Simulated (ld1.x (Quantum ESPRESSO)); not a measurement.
thulium (Tm) TM: all-electron and pseudo phase curves

```json
{
 "Element": "thulium",
 "Generator": "ld1.x (Quantum ESPRESSO) 7.5",
 "Type": "norm-conserving Troullier–Martins (Kleinman–Bylander form)",
 "Functional": "LDA (PZ)",
 "Relativity": "scalar-relativistic",
 "Frozen core": "[Kr] 4d10 4f13",
 "Valence charge": "10",
 "Reference configuration": "5s2 5p6 5d0 6s2 6p0",
 "Partial waves": "5s (bound): rc 2.15 bohr; 5p (bound): rc 1.75 bohr; 5d (bound, empty): rc 2.55 bohr",
 "Local potential": "all-electron potential smoothed inside 1.60 bohr (lloc = -2)",
 "Core correction": "none"
}
```

Occupied shells without a wave of their own: 6s. They enter only through the test configuration that unscreens the potential.

The phase is arctan(r·u′/u) with u = r·R(r), unwrapped; energies in Ry, scanned from -6 to 5 Ry. A pole is an energy at which the radial function vanishes at the test radius. The pseudo phase is shifted by a multiple of π to meet the all-electron one at the reference energy, and phase errors are pseudo minus all-electron; the curves can meet again beyond the range given. Levels narrower than the energy grid can be missing from the lists of poles.

```csv
channel,radius (bohr),reference energy (Ry),"poles, all-electron","poles, pseudo",unbroken range about the reference energy with phases within 0.05 rad,phase error 1 Ry above the reference energy (rad)
s,2.75,-3.93,"-3.88, 2.86","-3.88, 2.25",below -0.5,-0.000
p,2.75,-1.99,"-1.81, 4.42","-1.81, 4.43",the whole range,+0.000
d,2.75,-0.07,0.93,0.93,below 3.3,-0.000
```

Phases in the p channel:

```json
{"E (Ry)": "-6.00", "all-electron": "1.411", "pseudo": "1.411"}
{"E (Ry)": "-5.74", "all-electron": "1.406", "pseudo": "1.406"}
{"E (Ry)": "-5.48", "all-electron": "1.401", "pseudo": "1.401"}
{"E (Ry)": "-5.22", "all-electron": "1.396", "pseudo": "1.396"}
{"E (Ry)": "-4.96", "all-electron": "1.390", "pseudo": "1.390"}
{"E (Ry)": "-4.70", "all-electron": "1.383", "pseudo": "1.383"}
{"E (Ry)": "-4.44", "all-electron": "1.376", "pseudo": "1.376"}
{"E (Ry)": "-4.18", "all-electron": "1.367", "pseudo": "1.367"}
{"E (Ry)": "-3.92", "all-electron": "1.357", "pseudo": "1.357"}
{"E (Ry)": "-3.66", "all-electron": "1.344", "pseudo": "1.344"}
{"E (Ry)": "-3.40", "all-electron": "1.328", "pseudo": "1.328"}
{"E (Ry)": "-3.14", "all-electron": "1.306", "pseudo": "1.306"}
{"E (Ry)": "-2.88", "all-electron": "1.273", "pseudo": "1.273"}
{"E (Ry)": "-2.62", "all-electron": "1.213", "pseudo": "1.214"}
{"E (Ry)": "-2.36", "all-electron": "1.047", "pseudo": "1.047"}
{"E (Ry)": "-2.10", "all-electron": "-0.483", "pseudo": "-0.484"}
{"E (Ry)": "-1.84", "all-electron": "-1.542", "pseudo": "-1.542"}
{"E (Ry)": "-1.58", "all-electron": "-1.682", "pseudo": "-1.682"}
{"E (Ry)": "-1.32", "all-electron": "-1.745", "pseudo": "-1.745"}
{"E (Ry)": "-1.06", "all-electron": "-1.789", "pseudo": "-1.788"}
{"E (Ry)": "-0.80", "all-electron": "-1.828", "pseudo": "-1.828"}
{"E (Ry)": "-0.54", "all-electron": "-1.870", "pseudo": "-1.870"}
{"E (Ry)": "-0.28", "all-electron": "-1.919", "pseudo": "-1.919"}
{"E (Ry)": "-0.02", "all-electron": "-1.982", "pseudo": "-1.981"}
{"E (Ry)": "0.24", "all-electron": "-2.070", "pseudo": "-2.067"}
{"E (Ry)": "0.50", "all-electron": "-2.201", "pseudo": "-2.198"}
{"E (Ry)": "0.76", "all-electron": "-2.420", "pseudo": "-2.413"}
{"E (Ry)": "1.02", "all-electron": "-2.800", "pseudo": "-2.786"}
{"E (Ry)": "1.28", "all-electron": "-3.355", "pseudo": "-3.338"}
{"E (Ry)": "1.54", "all-electron": "-3.849", "pseudo": "-3.835"}
{"E (Ry)": "1.80", "all-electron": "-4.147", "pseudo": "-4.139"}
{"E (Ry)": "2.06", "all-electron": "-4.320", "pseudo": "-4.314"}
{"E (Ry)": "2.32", "all-electron": "-4.428", "pseudo": "-4.424"}
{"E (Ry)": "2.58", "all-electron": "-4.500", "pseudo": "-4.497"}
{"E (Ry)": "2.84", "all-electron": "-4.553", "pseudo": "-4.550"}
{"E (Ry)": "3.10", "all-electron": "-4.593", "pseudo": "-4.591"}
{"E (Ry)": "3.36", "all-electron": "-4.625", "pseudo": "-4.623"}
{"E (Ry)": "3.62", "all-electron": "-4.651", "pseudo": "-4.649"}
{"E (Ry)": "3.88", "all-electron": "-4.673", "pseudo": "-4.672"}
{"E (Ry)": "4.14", "all-electron": "-4.693", "pseudo": "-4.692"}
{"E (Ry)": "4.40", "all-electron": "-4.711", "pseudo": "-4.710"}
{"E (Ry)": "4.66", "all-electron": "-4.728", "pseudo": "-4.727"}
{"E (Ry)": "4.92", "all-electron": "-4.744", "pseudo": "-4.743"}
```
